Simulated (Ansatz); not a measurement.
Ansatz (a first-principles code) input (MP2/def2-TZVP):

Ansatz 0.2 input:
```yaml
crystal:
  periodic: [false, false, false]
  atoms:
    - {symbol: Sc, position_ang: [-0.00000000, -0.00000000, -0.99845799]}
    - {symbol: Cl, position_ang: [0.00000000, 0.00000000, 1.23338929]}
basis:
  gaussian:
    orbitals: def2-TZVP
magnetization: {spin_polarized: false}
correlation: {method: mp2, electrons: outside_noble_gas}
relax: {f_tol: 0.003, max_steps: 100}
```

Output:

```
Functional definition: HF
these checks for a lower state are left out or cut short: cluster_reference
integrals: 0.03 GiB planned
719 factors; integrals over basis functions are off by at most 3.5e-4 eV
mean field: 0.18 GiB planned
mean field evaluation 1: about -33177.3372 eV, gradient 1.9e1 eV
mean field evaluation 2: about -33177.3853 eV, gradient 1.9e1 eV
mean field evaluation 4: about -33178.9124 eV, gradient 2.0e0 eV
mean field evaluation 8: about -33179.0161 eV, gradient 4.0e-1 eV
mean field evaluation 16: about -33179.0193 eV, gradient 1.4e-6 eV
mean field -33179.01932496 eV, -1219.3064706451 hartree, gradient 1.4e-6 eV, S^2 0.000000; 0 other end points of the search recorded, 0 dependent functions left out; unrestricted orbitals would lower it
14 core orbitals not correlated
reference -33179.01932496 eV, -1219.3064706451 hartree; 5, 5 occupied and 63, 63 virtual orbitals, 719 factors
densities: 0.13 GiB planned
second order -6.44928340 eV of doubles, -0.00000000 eV of singles
the calculation of the forces begins
relax step   1: F+E_penalty+E_count = -33185.46860835 eV  Δ(F+E_penalty+E_count) = +0.000e0 eV  max|allowed force component| = 2.949e-1 eV/Å  Δτ_max = 0.0000 Å  (80 SCF iters, accepted)
these checks for a lower state are left out or cut short: starts, cluster_reference, orbital_swaps, neighbouring_geometries, increment
integrals: 0.03 GiB planned
719 factors; integrals over basis functions are off by at most 3.4e-4 eV
mean field: 0.18 GiB planned
mean field -33179.03030912 eV, -1219.3068743057 hartree, gradient 2.5e-6 eV, S^2 0.000000; 0 other end points of the search recorded, 0 dependent functions left out; unrestricted orbitals would lower it
14 core orbitals not correlated
reference -33179.03030912 eV, -1219.3068743057 hartree; 5, 5 occupied and 63, 63 virtual orbitals, 719 factors
densities: 0.13 GiB planned
second order -6.44106178 eV of doubles, -0.00000000 eV of singles
the calculation of the forces begins
relax step   2: F+E_penalty+E_count = -33185.47137090 eV  Δ(F+E_penalty+E_count) = -2.763e-3 eV  max|allowed force component| = 1.386e-2 eV/Å  Δτ_max = 0.0090 Å  (66 SCF iters, accepted)
these checks for a lower state are left out or cut short: starts, cluster_reference, orbital_swaps, neighbouring_geometries, increment
integrals: 0.03 GiB planned
719 factors; integrals over basis functions are off by at most 3.4e-4 eV
mean field: 0.18 GiB planned
mean field evaluation 32: about -33179.0307 eV, gradient 2.4e-2 eV
mean field -33179.03072370 eV, -1219.3068895414 hartree, gradient 3.0e-6 eV, S^2 0.000000; 0 other end points of the search recorded, 0 dependent functions left out; unrestricted orbitals would lower it
14 core orbitals not correlated
reference -33179.03072370 eV, -1219.3068895414 hartree; 5, 5 occupied and 63, 63 virtual orbitals, 719 factors
densities: 0.13 GiB planned
second order -6.44065364 eV of doubles, -0.00000000 eV of singles
the calculation of the forces begins
relax step   3: F+E_penalty+E_count = -33185.47137734 eV  Δ(F+E_penalty+E_count) = -6.442e-6 eV  max|allowed force component| = 1.948e-4 eV/Å  Δτ_max = 0.0005 Å  (61 SCF iters, accepted)
these checks for a lower state are left out or cut short: cluster_reference
integrals: 0.03 GiB planned
719 factors; integrals over basis functions are off by at most 3.4e-4 eV
mean field: 0.18 GiB planned
mean field -33179.03072370 eV, -1219.3068895414 hartree, gradient 3.0e-6 eV, S^2 0.000000; 1 other end points of the search recorded, 0 dependent functions left out; unrestricted orbitals would lower it
14 core orbitals not correlated
reference -33179.03072370 eV, -1219.3068895414 hartree; 5, 5 occupied and 63, 63 virtual orbitals, 719 factors
densities: 0.13 GiB planned
second order -6.44065364 eV of doubles, -0.00000000 eV of singles
the calculation of the forces begins
Total energy: -33185.47137734 eV, -1219.5435791970 hartree
Atom 0 at    -0.000000     0.000000    -1.007965 Å, force     0.000000    -0.000000    -0.000195 eV/Å
Atom 1 at     0.000000    -0.000000     1.242897 Å, force    -0.000000     0.000000     0.000195 eV/Å
Dipole moment:     0.000000     0.000000    -0.599409 e Å
Checks for a lower state left out: cluster_reference
```
